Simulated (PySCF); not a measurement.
## SMILES FC[C@@]1(Cl)COC[C@H]1F, C₅H₇ClF₂O

Geometry:
| atom | x (Å) | y (Å) | z (Å) |
| --- | --- | --- | --- |
| F1 | -2.123 | -1.384 | 1.131 |
| C2 | -1.252 | -1.365 | 0.078 |
| C3 | -0.663 | 0.030 | -0.089 |
| Cl4 | -1.932 | 1.133 | -0.714 |
| C5 | -0.076 | 0.610 | 1.207 |
| O6 | 0.918 | 1.513 | 0.795 |
| C7 | 1.586 | 0.923 | -0.293 |
| C8 | 0.541 | 0.082 | -1.054 |
| F9 | 1.041 | -1.176 | -1.298 |
| H10 | -1.806 | -1.669 | -0.815 |
| H11 | -0.464 | -2.092 | 0.300 |
| H12 | 0.357 | -0.209 | 1.802 |
| H13 | -0.806 | 1.150 | 1.808 |
| H14 | 2.380 | 0.246 | 0.053 |
| H15 | 2.022 | 1.720 | -0.894 |
| H16 | 0.270 | 0.496 | -2.028 |

Computed with TDDFT CAM-B3LYP/def2-SVPD circular dichroism and optical rotation, one conformer, gas phase (PySCF). Geometry: GFN2-xTB.

The molecule is flexible and this is one conformer; a measurement averages over conformers.

(1) Assign R or S to each stereocentre.

(2) List the lowest 12 singlet excitations with oscillator and rotatory strengths.

## Answers

(1) C3 S, C8 R.

(2) Rotatory strengths R in 10⁻⁴⁰ esu² cm², velocity form and length form (origin at the centre of mass); f in length form.
```tsv
state	E (eV)	λ (nm)	f	R (velocity)	R (length)	main
1	6.91	179	0.004	-4.8	-4.5	HOMO→LUMO 0.69, HOMO−2→LUMO 0.20
2	7.19	173	0.001	-2.6	-2.2	HOMO−1→LUMO 0.85
3	7.57	164	0.017	+1.6	+1.5	HOMO→LUMO+1 0.53, HOMO→LUMO+2 0.34
4	7.71	161	0.011	-1.7	-1.7	HOMO−2→LUMO 0.58, HOMO→LUMO 0.24
5	8.30	149	0.033	-33.7	-33.4	HOMO→LUMO+1 0.33, HOMO→LUMO+2 0.32
6	8.55	145	0.027	+42.6	+43.7	HOMO→LUMO+4 0.44, HOMO−2→LUMO+1 0.21
7	8.60	144	0.006	+19.6	+18.0	HOMO→LUMO+3 0.36, HOMO−1→LUMO+1 0.26
8	8.69	143	0.048	+6.5	+6.7	HOMO−1→LUMO+1 0.46, HOMO→LUMO+3 0.18
9	8.75	142	0.006	-2.6	-1.2	HOMO−3→LUMO 0.54, HOMO→LUMO+6 0.08
10	8.93	139	0.010	+3.5	+3.2	HOMO−2→LUMO+1 0.29, HOMO→LUMO+4 0.11
11	8.96	138	0.033	-17.1	-17.8	HOMO−4→LUMO 0.56, HOMO→LUMO+6 0.09
12	9.00	138	0.010	-17.4	-18.3	HOMO→LUMO+6 0.36, HOMO−3→LUMO 0.16
```

Among the states computed, the strongest CD band (largest |R|) is state 6. The largest dissymmetry factor in size, g = 4R/(D+G), with D and G the electric and magnetic dipole strengths, is +0.037 for state 7 (velocity form, f = 0.007), among bands with |R| over 0.5. The mirror image has the same energies and oscillator strengths and all R with the opposite sign.
